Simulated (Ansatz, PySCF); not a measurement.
This Ansatz (a quantum-chemistry and plane-wave program) input computes a SVWN5/def2-TZVPD energy:

Ansatz 0.2 input:
```yaml
crystal:
  periodic: [false, false, false]
  atoms:
    - {symbol: Se, position_ang: [0.02480627, 0.03592155, 0.57304979]}
    - {symbol: I, position_ang: [1.25329058, -2.36499159, -0.09087859]}
    - {symbol: I, position_ang: [-1.26920403, 2.34194758, -0.27673826]}
basis:
  gaussian:
    orbitals: def2-TZVPD
hamiltonian:
  xc: {name: SVWN5}
total_charge: -1
magnetization: {spin_polarized: true, initial_magnetization: 1}
output: {forces: true}
```

### Question
Write an input for the same energy in PySCF and say what it gives.

### Answer

```python
from pyscf import gto, scf, dft

mol = gto.M(
    atom='''
    Se    0.02480627    0.03592155    0.57304979
    I     1.25329058   -2.36499159   -0.09087859
    I    -1.26920403    2.34194758   -0.27673826
    ''',
    basis='def2-tzvpd',
    ecp='def2-tzvp',
    charge=-1,
    spin=1,
    verbose=4,
)

mf = dft.UKS(mol, xc='svwn').density_fit(auxbasis='def2-universal-jkfit')
mf.grids.level = 3
mf.conv_tol = 1e-9
mf.max_cycle = 100
mf.max_memory = 1500
mf.kernel()
if not mf.converged:
    mf = mf.newton()
    mf.kernel(mf.make_rdm1())
for _ in range(2):
    mo, _, stable, _ = mf.stability(return_status=True)
    if stable:
        break
    mf.kernel(mf.make_rdm1(mo, mf.mo_occ))
mf.analyze()
```
It gives -2992.88722 Eh, and Ansatz -2992.88715 Eh, a difference of 0.07 mEh, from the treatment of integrals and grids.
